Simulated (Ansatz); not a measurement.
Basis sets compared for SnH3(OSiMe3) (C₃H₁₂OSiSn). The state is a singlet with charge 0. Geometry r2SCAN-D4/def2-SVP. Ansatz on 4 threads of Arm Neoverse V1 on a shared host; times are rough, and most runs start from earlier orbitals.

```csv
atom,x (Å),y (Å),z (Å)
C1,1.6352,-0.2679,0.7899
C2,0.0330,2.3164,0.2842
C3,0.2982,0.1975,-1.9336
O4,-1.2608,-0.2162,0.4854
Si5,0.1439,0.4826,-0.0812
Sn6,-1.8205,-2.0955,0.7991
H7,-1.5464,-2.4227,2.4573
H8,-3.4786,-2.1309,0.3896
H9,-0.8764,-3.1058,-0.2181
H10,2.5758,0.2035,0.4582
H11,1.7257,-1.3489,0.5861
H12,1.5657,-0.1372,1.8828
H13,-0.0583,2.4981,1.3674
H14,0.9249,2.8553,-0.0764
H15,-0.8503,2.7600,-0.2033
H16,0.3644,-0.8770,-2.1745
H17,-0.5751,0.6060,-2.4685
H18,1.1996,0.6829,-2.3444
```

In the def2 sets Sn takes a core potential; there is no spin–orbit coupling.

Binding counts from free atoms (C triplet, O triplet, Si triplet, Sn triplet, H doublet) in the same basis, without a counterpoise term.

| level | functions | energy (Eh) | HOMO (eV) | LUMO (eV) | binding per atom (eV) | wall time |
| --- | --- | --- | --- | --- | --- | --- |
| PBE-D4/def2-SVP | 160 | -699.9713 | -6.10 | -1.00 | 3.71 | 2.3 s |
| PBE0-D4/def2-SVP | 160 | -700.0450 | -7.56 | -0.17 | 3.67 | 3.2 s |

**Question.** Estimate the rows for PBE-D4/def2-TZVP (with forces), PBE0-D4/def2-TZVP.

**Answer.** 
```tsv
level	functions	energy (Eh)	HOMO (eV)	LUMO (eV)	binding per atom (eV)	wall time
PBE-D4/def2-TZVP (with forces)	283	-700.3197	-6.28	-1.28	3.71	4.9 s
PBE0-D4/def2-TZVP	283	-700.3862	-7.68	-0.48	3.67	11 s
```
